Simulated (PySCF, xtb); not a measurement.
ScF₃, SMILES [F][Sc]([F])[F].

Harmonic wavenumbers (cm⁻¹) from GFN2-xTB (xtb 6.7.1) at its own minimum, in rising order: 111, 140, 140, 485, 619, 620.

What does r2SCAN-D4/def2-SVP in PySCF give at its own minimum? (An estimate is asked for; the answer gives what the named calculation found.)

49, 169, 169, 656, 769, 770. Paired by order, the mean absolute difference is 99 cm⁻¹ and the zero-point energies are 3.0 and 3.7 kcal/mol.
